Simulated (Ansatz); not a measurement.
`[CH3][GeH]([F])[SiH3]` → `[CH3][GeH2][F]` + `[SiH2]` at 298.15 K and 1 bar (silylene loss).

Program: Ansatz. Geometries: PBE0-D4/def2-TZVP. ΔE: electronic, gas phase. CCSD(T)/CBS adds triple-zeta CCSD(T) − MP2 to the extrapolated MP2 energy (def2 sets, frozen cores). This one scheme is used for every species. For Ge outer-core shells are correlated without core-valence functions, which leaves a few kJ/mol of doubt a bond. Scalar relativity is left out up to krypton.

```csv
species,CCSD(T)/CBS energy (Eh),H − E (kJ/mol),S (J/(mol·K))
`[CH3][GeH]([F])[SiH3]`,-2507.28788,211.0,366.8
`[CH3][GeH2][F]`,-2217.00316,159.0,302.2
`[SiH2]`,-290.19011,40.6,207.5
```

H − E and S are ideal-gas, rigid-rotor, harmonic terms from PBE0-D4/def2-TZVP, for one conformer and one mirror image of each species. 1 Eh = 2625.50 kJ/mol, R = 8.31446 J/(mol·K).

Task: By hand: ΔE, ΔH, ΔS and ΔG.

Result: ΔE = (-2217.00316) + (-290.19011) − (-2507.28788) = 0.09461 Eh = 248.4 kJ/mol. Δ(H − E) = 159.0 + 40.6 − 211.0 = -11.4, so ΔH = 237.0 kJ/mol. ΔS = 302.2 + 207.5 − 366.8 = 142.9 J/(mol·K). ΔG = 237.0 − 298.15 × (142.9)/1000 = 194.4 kJ/mol.

Task: By hand: the equilibrium constant, and the temperature at which ΔG would vanish if ΔH and ΔS stayed fixed.

Result: log₁₀ K = −ΔG/(RT ln 10) = -34.1. ΔG = 0 at ΔH/ΔS = 1659 K.

The number of gas molecules changes by +1, which sets the sign of ΔS. A doubt of 5 kJ/mol in ΔE shifts log₁₀ K by 0.9 here. Other conformers and mirror images would add mixing entropy, several J/(mol·K) or more a flexible species. These are equilibria of isolated gas molecules and say nothing of rates. Largest T1 diagnostic: 0.014 (customary marks: 0.02 for closed shells, 0.045 for open ones).
